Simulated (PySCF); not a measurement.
**`C(=C[SiH3])=C=CCl`, C$_{4}$H$_{5}$ClSi**

Cartesian coordinates in Å; atom numbers follow the order of the lines, from 1:
```xyz
11

Si   -2.0399    0.5454    0.4519
C    -0.6609   -0.7026    0.2193
C     0.6099   -0.3482    0.1706
C     1.8238    0.0331    0.1269
C     3.0871    0.4037    0.0739
Cl    3.6047    2.0453    0.2119
H    -2.8049    0.2336    1.6983
H    -2.9908    0.4714   -0.6998
H    -1.4541    1.9126    0.5430
H    -0.9059   -1.7691    0.1188
H     3.9124   -0.3011   -0.0639
```

Method: quadratic response PBE0/def2-SVPD first hyperpolarisability, Taylor convention, gas phase in PySCF. Geometry: PBE0-D3(BJ)/def2-SVP.

Q: Give the tensor of the static β(0;0,0) in the axes of these coordinates.

A: In au, Taylor convention; rows are the first index (the induced dipole):
|  | xx | yy | zz | xy | xz | yz |
| --- | --- | --- | --- | --- | --- | --- |
| x | +160.0 | +97.2 | +32.6 | +66.6 | +1.1 | +1.6 |
| y | +66.6 | +40.4 | -7.7 | +97.2 | +1.6 | -0.9 |
| z | +1.1 | -0.9 | -9.7 | +1.6 | +32.6 | -7.7 |

Norm of βᵢ = ⅓ Σⱼ (βᵢⱼⱼ + βⱼᵢⱼ + βⱼⱼᵢ): 306.4 au, hyper-Rayleigh value 118.5 au.
